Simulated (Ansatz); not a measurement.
# Molecular dynamics of CLiS2, charge +1

input.yaml

```yaml
crystal:
  periodic: [false, false, false]
  atoms:
    - { symbol: Li, position_ang: [-0.088445, -0.054788, -2.402997] }
    - { symbol: S, position_ang: [1.115807, 0.389502, 1.851491] }
    - { symbol: C, position_ang: [0.066671, 0.029455, 0.787892] }
    - { symbol: S, position_ang: [-1.094032, -0.364169, -0.236385] }
total_charge: 1
basis:
  gaussian: { orbitals: def2-SVP }
hamiltonian:
  xc: b3lyp
md:
  timestep: 2.0
  n_steps: 300
  ensemble: nvt_langevin
  temperature: 300.0
  initial_velocities: maxwell_boltzmann
  seed: 27297
  friction: 0.005
```

Run as:

```bash
$ ansatz run input.yaml --threads 1 --pin off --max-ram 2048MiB --backend cpu --events-out ev --progress --plain --runs-dir out
```

It starts from a relaxed structure.

Output, in part (one step line in 4, the closing report, with atoms numbered from 0; the dipole of an ion depends on the origin):

```
md step     0: t =     0.00 fs  T =   225.0 K  F+E_penalty+E_count = -22899.93360550 eV  E_kin = 0.116334 eV  (27 SCF iters)
md step     4: t =     8.00 fs  T =   217.4 K  F+E_penalty+E_count = -22899.91136722 eV  E_kin = 0.112393 eV  (32 SCF iters)
md step     8: t =    16.00 fs  T =   222.2 K  F+E_penalty+E_count = -22899.88041589 eV  E_kin = 0.114897 eV  (31 SCF iters)
md step    12: t =    24.00 fs  T =   225.7 K  F+E_penalty+E_count = -22899.87498464 eV  E_kin = 0.116694 eV  (31 SCF iters)
md step    16: t =    32.00 fs  T =   313.4 K  F+E_penalty+E_count = -22899.88917579 eV  E_kin = 0.162020 eV  (32 SCF iters)
md step    20: t =    40.00 fs  T =   393.6 K  F+E_penalty+E_count = -22899.90225897 eV  E_kin = 0.203502 eV  (31 SCF iters)
md step    24: t =    48.00 fs  T =   302.7 K  F+E_penalty+E_count = -22899.88021651 eV  E_kin = 0.156523 eV  (31 SCF iters)
md step    28: t =    56.00 fs  T =   270.0 K  F+E_penalty+E_count = -22899.86877601 eV  E_kin = 0.139597 eV  (31 SCF iters)
md step    32: t =    64.00 fs  T =   255.3 K  F+E_penalty+E_count = -22899.86188084 eV  E_kin = 0.131977 eV  (31 SCF iters)
md step    36: t =    72.00 fs  T =   192.9 K  F+E_penalty+E_count = -22899.86111538 eV  E_kin = 0.099755 eV  (31 SCF iters)
md step    40: t =    80.00 fs  T =   164.4 K  F+E_penalty+E_count = -22899.86913842 eV  E_kin = 0.084988 eV  (31 SCF iters)
md step    44: t =    88.00 fs  T =   202.5 K  F+E_penalty+E_count = -22899.87598515 eV  E_kin = 0.104719 eV  (31 SCF iters)
md step    48: t =    96.00 fs  T =   179.9 K  F+E_penalty+E_count = -22899.89088892 eV  E_kin = 0.093015 eV  (31 SCF iters)
md step    52: t =   104.00 fs  T =   222.3 K  F+E_penalty+E_count = -22899.88505602 eV  E_kin = 0.114943 eV  (31 SCF iters)
md step    56: t =   112.00 fs  T =   125.2 K  F+E_penalty+E_count = -22899.86263604 eV  E_kin = 0.064725 eV  (31 SCF iters)
md step    60: t =   120.00 fs  T =   123.4 K  F+E_penalty+E_count = -22899.86112768 eV  E_kin = 0.063817 eV  (32 SCF iters)
md step    64: t =   128.00 fs  T =   148.2 K  F+E_penalty+E_count = -22899.88317194 eV  E_kin = 0.076631 eV  (31 SCF iters)
md step    68: t =   136.00 fs  T =   201.2 K  F+E_penalty+E_count = -22899.89270534 eV  E_kin = 0.104006 eV  (31 SCF iters)
md step    72: t =   144.00 fs  T =   148.5 K  F+E_penalty+E_count = -22899.87410491 eV  E_kin = 0.076758 eV  (31 SCF iters)
md step    76: t =   152.00 fs  T =   145.8 K  F+E_penalty+E_count = -22899.86601440 eV  E_kin = 0.075362 eV  (31 SCF iters)
md step    80: t =   160.00 fs  T =   183.7 K  F+E_penalty+E_count = -22899.86293050 eV  E_kin = 0.094980 eV  (32 SCF iters)
md step    84: t =   168.00 fs  T =   145.6 K  F+E_penalty+E_count = -22899.84480388 eV  E_kin = 0.075263 eV  (32 SCF iters)
md step    88: t =   176.00 fs  T =   165.5 K  F+E_penalty+E_count = -22899.85330884 eV  E_kin = 0.085582 eV  (32 SCF iters)
md step    92: t =   184.00 fs  T =   209.9 K  F+E_penalty+E_count = -22899.86870167 eV  E_kin = 0.108505 eV  (32 SCF iters)
md step    96: t =   192.00 fs  T =   259.2 K  F+E_penalty+E_count = -22899.88190081 eV  E_kin = 0.134019 eV  (31 SCF iters)
md step   100: t =   200.00 fs  T =   336.6 K  F+E_penalty+E_count = -22899.90494577 eV  E_kin = 0.174034 eV  (31 SCF iters)
md step   104: t =   208.00 fs  T =   350.4 K  F+E_penalty+E_count = -22899.90358596 eV  E_kin = 0.181163 eV  (31 SCF iters)
md step   108: t =   216.00 fs  T =   291.4 K  F+E_penalty+E_count = -22899.88302587 eV  E_kin = 0.150653 eV  (28 SCF iters)
md step   112: t =   224.00 fs  T =   233.5 K  F+E_penalty+E_count = -22899.86550780 eV  E_kin = 0.120706 eV  (25 SCF iters)
md step   116: t =   232.00 fs  T =   237.9 K  F+E_penalty+E_count = -22899.89079484 eV  E_kin = 0.122994 eV  (31 SCF iters)
md step   120: t =   240.00 fs  T =   298.6 K  F+E_penalty+E_count = -22899.92184869 eV  E_kin = 0.154408 eV  (32 SCF iters)
md step   124: t =   248.00 fs  T =   349.6 K  F+E_penalty+E_count = -22899.91176878 eV  E_kin = 0.180752 eV  (32 SCF iters)
md step   128: t =   256.00 fs  T =   218.8 K  F+E_penalty+E_count = -22899.85921742 eV  E_kin = 0.113110 eV  (31 SCF iters)
md step   132: t =   264.00 fs  T =   183.2 K  F+E_penalty+E_count = -22899.81461605 eV  E_kin = 0.094717 eV  (31 SCF iters)
md step   136: t =   272.00 fs  T =   348.3 K  F+E_penalty+E_count = -22899.86107759 eV  E_kin = 0.180103 eV  (31 SCF iters)
md step   140: t =   280.00 fs  T =   296.6 K  F+E_penalty+E_count = -22899.86276461 eV  E_kin = 0.153329 eV  (31 SCF iters)
md step   144: t =   288.00 fs  T =   211.7 K  F+E_penalty+E_count = -22899.86323951 eV  E_kin = 0.109447 eV  (32 SCF iters)
md step   148: t =   296.00 fs  T =   358.4 K  F+E_penalty+E_count = -22899.89854336 eV  E_kin = 0.185329 eV  (31 SCF iters)
md step   152: t =   304.00 fs  T =   372.1 K  F+E_penalty+E_count = -22899.89378465 eV  E_kin = 0.192387 eV  (31 SCF iters)
md step   156: t =   312.00 fs  T =   354.4 K  F+E_penalty+E_count = -22899.86423793 eV  E_kin = 0.183228 eV  (32 SCF iters)
md step   160: t =   320.00 fs  T =   337.0 K  F+E_penalty+E_count = -22899.86112411 eV  E_kin = 0.174221 eV  (31 SCF iters)
md step   164: t =   328.00 fs  T =   368.3 K  F+E_penalty+E_count = -22899.85182788 eV  E_kin = 0.190433 eV  (28 SCF iters)
md step   168: t =   336.00 fs  T =   356.9 K  F+E_penalty+E_count = -22899.85694133 eV  E_kin = 0.184525 eV  (31 SCF iters)
md step   172: t =   344.00 fs  T =   359.3 K  F+E_penalty+E_count = -22899.89672309 eV  E_kin = 0.185761 eV  (32 SCF iters)
md step   176: t =   352.00 fs  T =   306.0 K  F+E_penalty+E_count = -22899.84626709 eV  E_kin = 0.158238 eV  (31 SCF iters)
md step   180: t =   360.00 fs  T =   275.3 K  F+E_penalty+E_count = -22899.82530439 eV  E_kin = 0.142339 eV  (31 SCF iters)
md step   184: t =   368.00 fs  T =   335.1 K  F+E_penalty+E_count = -22899.86681590 eV  E_kin = 0.173271 eV  (31 SCF iters)
md step   188: t =   376.00 fs  T =   225.3 K  F+E_penalty+E_count = -22899.83369784 eV  E_kin = 0.116473 eV  (31 SCF iters)
md step   192: t =   384.00 fs  T =   127.4 K  F+E_penalty+E_count = -22899.78693702 eV  E_kin = 0.065849 eV  (32 SCF iters)
md step   196: t =   392.00 fs  T =   162.6 K  F+E_penalty+E_count = -22899.79660677 eV  E_kin = 0.084070 eV  (31 SCF iters)
md step   200: t =   400.00 fs  T =   338.8 K  F+E_penalty+E_count = -22899.85361346 eV  E_kin = 0.175157 eV  (31 SCF iters)
md step   204: t =   408.00 fs  T =   283.5 K  F+E_penalty+E_count = -22899.84230385 eV  E_kin = 0.146601 eV  (30 SCF iters)
md step   208: t =   416.00 fs  T =   235.5 K  F+E_penalty+E_count = -22899.82785041 eV  E_kin = 0.121751 eV  (32 SCF iters)
md step   212: t =   424.00 fs  T =   167.9 K  F+E_penalty+E_count = -22899.83597908 eV  E_kin = 0.086820 eV  (32 SCF iters)
md step   216: t =   432.00 fs  T =   129.4 K  F+E_penalty+E_count = -22899.81737241 eV  E_kin = 0.066919 eV  (30 SCF iters)
md step   220: t =   440.00 fs  T =   166.6 K  F+E_penalty+E_count = -22899.88260950 eV  E_kin = 0.086152 eV  (28 SCF iters)
md step   224: t =   448.00 fs  T =   214.3 K  F+E_penalty+E_count = -22899.89453935 eV  E_kin = 0.110798 eV  (32 SCF iters)
md step   228: t =   456.00 fs  T =   147.8 K  F+E_penalty+E_count = -22899.82627561 eV  E_kin = 0.076397 eV  (32 SCF iters)
md step   232: t =   464.00 fs  T =   247.1 K  F+E_penalty+E_count = -22899.87693452 eV  E_kin = 0.127745 eV  (32 SCF iters)
md step   236: t =   472.00 fs  T =   267.0 K  F+E_penalty+E_count = -22899.90475466 eV  E_kin = 0.138073 eV  (31 SCF iters)
md step   240: t =   480.00 fs  T =   185.0 K  F+E_penalty+E_count = -22899.84469216 eV  E_kin = 0.095672 eV  (31 SCF iters)
md step   244: t =   488.00 fs  T =   188.0 K  F+E_penalty+E_count = -22899.85883870 eV  E_kin = 0.097214 eV  (31 SCF iters)
md step   248: t =   496.00 fs  T =   313.4 K  F+E_penalty+E_count = -22899.90390522 eV  E_kin = 0.162051 eV  (31 SCF iters)
md step   252: t =   504.00 fs  T =   217.2 K  F+E_penalty+E_count = -22899.85334325 eV  E_kin = 0.112285 eV  (32 SCF iters)
md step   256: t =   512.00 fs  T =   201.8 K  F+E_penalty+E_count = -22899.84228879 eV  E_kin = 0.104329 eV  (28 SCF iters)
md step   260: t =   520.00 fs  T =   278.3 K  F+E_penalty+E_count = -22899.89609757 eV  E_kin = 0.143889 eV  (31 SCF iters)
md step   264: t =   528.00 fs  T =   154.5 K  F+E_penalty+E_count = -22899.84602000 eV  E_kin = 0.079885 eV  (31 SCF iters)
md step   268: t =   536.00 fs  T =   153.5 K  F+E_penalty+E_count = -22899.84109967 eV  E_kin = 0.079387 eV  (32 SCF iters)
md step   272: t =   544.00 fs  T =   265.6 K  F+E_penalty+E_count = -22899.90466678 eV  E_kin = 0.137301 eV  (31 SCF iters)
md step   276: t =   552.00 fs  T =   222.7 K  F+E_penalty+E_count = -22899.85757883 eV  E_kin = 0.115136 eV  (32 SCF iters)
md step   280: t =   560.00 fs  T =   148.3 K  F+E_penalty+E_count = -22899.80562889 eV  E_kin = 0.076697 eV  (31 SCF iters)
md step   284: t =   568.00 fs  T =   224.4 K  F+E_penalty+E_count = -22899.86124375 eV  E_kin = 0.116025 eV  (31 SCF iters)
md step   288: t =   576.00 fs  T =   279.1 K  F+E_penalty+E_count = -22899.87791103 eV  E_kin = 0.144314 eV  (31 SCF iters)
md step   292: t =   584.00 fs  T =   157.7 K  F+E_penalty+E_count = -22899.81651013 eV  E_kin = 0.081545 eV  (24 SCF iters)
md step   296: t =   592.00 fs  T =   241.9 K  F+E_penalty+E_count = -22899.85127170 eV  E_kin = 0.125055 eV  (32 SCF iters)
md step   300: t =   600.00 fs  T =   388.6 K  F+E_penalty+E_count = -22899.89662726 eV  E_kin = 0.200897 eV  (28 SCF iters)
Total energy: -22899.89692391 eV, -841.5556898461 hartree
Atom 0 at    -0.167400    -2.018418    -1.240808 Å, force    -0.054351    -0.064653    -0.046380 eV/Å
Atom 1 at     2.037184     0.736121     0.882054 Å, force    -0.883829    -0.618038    -0.120933 eV/Å
Atom 2 at     0.692486    -0.041464     0.747722 Å, force     0.591637     0.651085     0.234019 eV/Å
Atom 3 at    -0.749705    -0.737653     0.701877 Å, force     0.346543     0.031606    -0.066706 eV/Å
Dipole moment:    -0.266828    -1.294900    -1.464528 e Å
```

The run went to its last step. The mean temperature of the second half is 18 % below the set value. A run of 0.6 ps of so small a system gives no equilibrium averages.

The same pairs are bonded in the first frame and the last. Pairs count as bonded within 1.25 times the sum of covalent radii (0.12 Å more for H–H).

Last frame:

```xyz
4
Properties=species:S:1:pos:R:3
Li -0.167 -2.018 -1.241
S 2.037 0.736 0.882
C 0.693 -0.042 0.748
S -0.750 -0.738 0.702
```

Time of the run: 9.8 min on 1 thread of Intel(R) Xeon(R) Platinum 8259CL CPU @ 2.50GHz (Skylake/Cascade Lake), with other jobs on the host, peak memory 0.12 GiB.
